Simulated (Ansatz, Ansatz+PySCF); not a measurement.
```xyz
2

Nb    0.0000    0.0000    0.0000
O     0.0000    0.0000    1.6910
```

Basis set: def2-SVP (spherical functions, with the set's core potentials past Kr). Charge 0, multiplicity 4.

Computed with Ansatz (development build ahead of 0.2.0); each method stands on the lowest determinant of its kind that the runs found. Restricted functionals stand beside restricted open-shell atoms, which can lie above the unrestricted atoms usual in DFT and then raise those values.

The atomization energy at this shape (free ground-state atoms in the same class of orbitals less the molecule, no zero-point energy) of quartet NbO:

```
                       method  atomization energy
        r²SCAN (unrestricted)             7.69 eV
           PBE (unrestricted)             8.44 eV
         ωB97X (unrestricted)             7.87 eV
ωB97X (restricted open-shell)             7.93 eV
                          UHF             3.36 eV
```

**Question.** What does PBE0 (unrestricted) give?

**Answer.** 7.47 eV. Caution: other spin multiplicities were not run. Caution for UHF: the unrestricted determinant is spin contaminated.
